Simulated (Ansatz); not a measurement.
Consider the isomerisation: `O[SiH2][SiH]([SiH3])S` → `[SiH3][SiH2]O[SiH2]S`.

Computed with Ansatz on PBE0-D4/def2-TZVP structures; ΔE is electronic, products minus reactants. CCSD(T)/CBS is the MP2 limit (def2-TZVPP, def2-QZVPP) plus CCSD(T) − MP2 in def2-TZVPP, frozen cores. Functionals use def2-TZVPP. Each species was taken in one conformer, which may not be the lowest.

`O[SiH2][SiH]([SiH3])S`:

Z-matrix (Å, degrees):
```
Si
Si 1 2.337
O 1 1.657 2 104.3
H 1 1.491 2 110.6 3 119.3
H 1 1.492 2 112.3 3 -120.7
S 2 2.148 1 106.0 3 -41.9
Si 2 2.337 1 111.9 3 -158.7
H 2 1.492 1 110.5 3 79.3
H 3 0.958 1 118.0 2 174.0
H 6 1.346 2 94.0 1 36.3
H 7 1.487 2 110.6 1 171.7
H 7 1.486 2 109.8 1 51.2
H 7 1.488 2 109.5 1 -68.4
```

`[SiH3][SiH2]O[SiH2]S`:

Cartesian coordinates in Å:
```
Si -0.955 2.010 0.254
Si -0.231 0.445 -1.336
O 0.982 -0.508 -0.748
Si 1.334 -1.370 0.592
S -0.381 -2.317 1.431
H 0.162 2.913 0.645
H -2.051 2.831 -0.331
H -1.462 1.327 1.474
H -1.372 -0.409 -1.764
H 0.308 1.139 -2.535
H 2.353 -2.370 0.208
H 1.816 -0.477 1.673
H -0.504 -3.214 0.437
```

CCSD(T)/CBS gives -26.1 kcal/mol.

Another level gave -24.9 kcal/mol. Which?
A. PBE/def2-TZVPP
B. r2SCAN/def2-TZVPP
C. ωB97M-V/def2-TZVPP
D. HF/def2-TZVPP

B. r2SCAN -24.9, ωB97M-V -26.9, HF/def2-TZVPP -32.5, PBE -20.4 kcal/mol.

Largest T1 diagnostic among the species: 0.013.

In def2-TZVPP, CCSD(T) changes the Hartree–Fock value by +6.1 kcal/mol (the triples alone add +0.9 kcal/mol) and MP2 by +5.3 kcal/mol. From PBE to PBE0 (25 % exact exchange), in def2-TZVPP and without D4, ΔE moves by −1.7 kcal/mol.
